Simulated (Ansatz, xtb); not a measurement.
**F2H4N2Si: which of two isomers lies lower**

Structure a is `N=[Si-]([NH3+])(F)F`, a singlet and structure b is `N[Si](N)(F)F`, a singlet. Both are isolated molecules in the gas phase, relaxed with PBE0-D3(BJ)/def2-SVP; the shapes shown needn't be the lowest conformers.

a (Å):

```xyz
9

F    -2.4586   -1.5810   -3.0495
F    -1.1919    0.3570   -2.1045
N    -2.3439   -1.4484   -0.1666
N    -0.2405   -2.0844   -1.6816
Si   -1.8579   -1.0531   -1.6286
H    -3.1785   -1.1358    0.3110
H     0.5986   -1.5104   -1.7811
H    -0.2441   -2.7997   -2.4109
H    -0.2581   -2.5251   -0.7558
```

b (Å):

```xyz
9

F    -1.4224   -0.7569   -3.2848
F    -2.4605   -0.0187   -1.0876
N    -2.2099   -2.6220   -1.3236
N     0.1314   -1.1207   -1.1993
Si   -1.4812   -1.1446   -1.7145
H    -3.2136   -2.6989   -1.2166
H    -1.7733   -3.5044   -1.5567
H     0.8122   -0.5127   -1.6370
H     0.3884   -1.3792   -0.2555
```

Question: Which of the two would you expect CCSD(T)/def2-SVP + ΔMP2/def2-TZVPP electronic energies to favour?

Answer: Structure b; the calculation gives E(b) − E(a) = −45.5 kcal/mol.

How the difference moves with the method:

```tsv
level	geometry	E(b) − E(a) (kcal/mol)	departure from the last row (kcal/mol)	job, with rough time for the two
GFN2-xTB	GFN2-xTB	−30.5	+15.1	optimisation, 0.82 s
HF/STO-3G	GFN2-xTB	−93.0	−47.5	single point, 1.2 s
r2SCAN-D4/def2-SVP	GFN2-xTB	−44.0	+1.5	single point, 10 s
PBE0-D3(BJ)/def2-SVP	PBE0-D3(BJ)/def2-SVP	−45.9	−0.4	optimisation, 2.4 min
HF/def2-SVP	PBE0-D3(BJ)/def2-SVP	−54.3	−8.8	part of the CCSD(T) run
MP2/def2-SVP	PBE0-D3(BJ)/def2-SVP	−46.1	−0.6	part of the CCSD(T) run
CCSD(T)/def2-SVP	PBE0-D3(BJ)/def2-SVP	−46.1	−0.6	single point
CCSD(T)/def2-SVP + ΔMP2/def2-TZVPP	PBE0-D3(BJ)/def2-SVP	−45.5		single point, 87 s
```

As drawn, b has 1 N–Si in place of 1 N=Si.

The levels shown agree on the order. The largest departure from CCSD(T)/def2-SVP + ΔMP2/def2-TZVPP is that of HF/STO-3G, 47.5 kcal/mol. The last row adds to CCSD(T) the change of the MP2 difference between the two basis sets, here +0.6 kcal/mol.

With harmonic frequencies from PBE0-D3(BJ)/def2-SVP (ideal gas, rigid rotor, one conformer each, 298.15 K, 1 atm): the zero-point term adds −0.5 kcal/mol; ΔH is −46.0 and ΔG −45.4 kcal/mol.

The correlated steps freeze 9 core orbitals. Mirror images aren't counted in ΔG. Run with Ansatz 0.2.0, xtb 6.7.1; the last row on 1 thread of AMD EPYC (Zen 3) on a shared host.
